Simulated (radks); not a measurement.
Task: Species: neutral ytterbium. Configuration: [Xe] 4f14 6s2 (the NIST ground configuration). Calculated with a radial shooting solver on a logarithmic mesh with Libxc functionals: scalar-relativistic Kohn-Sham, PBE, spin-polarised, spherical densities, point nucleus; hard spherical wall at 1.5 bohr. Some entries of the table are withheld. Estimate them.

orbital,occ.,eigenvalue (Ry),<1/r> (bohr^-1),<r^2> (bohr^2)
1s,2,-4488.602,80.66,0.0005298
2s,2,-750.4992,(1),0.008213
2p,6,-659.8681,17.25,0.006719
3s,2,-160.3557,6.937,0.05383
3p,6,-133.0573,6.454,0.05440
3d,10,-99.79133,6.112,0.04533
4s,2,-23.59813,2.881,0.2785
4p,6,-14.83391,2.608,0.3213
4d,10,-3.29995,2.275,0.3882
5s,2,6.29635,1.475,0.9259
4f,14,9.55505,1.821,(2)
5p,6,9.85177,1.474,0.9545
5d,0,15.31680,1.524,(3)
6s,2,(4),1.771,0.9376
6p,0,36.79584,1.784,0.9188
7s,0,71.36422,1.982,0.8974

Result: 
(1) 2s <1/r> (bohr^-1): 18.80
(2) 4f <r^2> (bohr^2): 0.5125
(3) 5d <r^2> (bohr^2): 0.9526
(4) 6s eigenvalue (Ry): 32.51568
